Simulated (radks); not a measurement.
Valence configurations of Zn (all share [Ar]). Method: scalar-relativistic Kohn-Sham, LDA (Slater exchange, Perdew-Wang correlation), spin-polarised, spherical densities, finite nucleus; open shells are filled with parallel spins first; Fermi nuclear charge, rms radius 3.9283 fm; computed with a radial shooting solver on a logarithmic mesh with Libxc functionals. Energies are relative to 3d10 4s2; eigenvalues in eV for spin up.

valence           E (eV)  moment (Bohr magnetons)    e(3d)   e(4p)    e(4s)
3d10 4s2           0.000                        0  -10.425       -   -6.219
3d9.5 4s2 4p0.5    5.259                        1  -14.618  -2.180   -7.761
3d10 4s1 4p1       4.530                        2  -12.437  -2.601   -8.065
3d10 4p2          10.135                        2  -14.205  -3.357        -
3d9.5 4s1.5 4p1    7.754                        2  -15.548  -2.795   -8.608
3d10 4s1.5 4p0.5   2.387                        1  -11.549  -2.011   -7.240
3d8 4s2 4p2       29.729                        4  -27.949  -4.464  -11.699
3d9 4s2 4p1       11.917                        2  -18.912  -2.986   -9.152
3d10 4s0.5 4p1.5   7.298                        2  -13.349  -2.998   -8.606
3d8.5 4s1.5 4p2   22.674                        4  -24.074  -4.230  -11.118

NIST lists [Ar] 3d10 4s2 as the ground configuration; this level of theory agrees among the configurations tried. The energies are those of spherical high-spin densities, not of single terms.
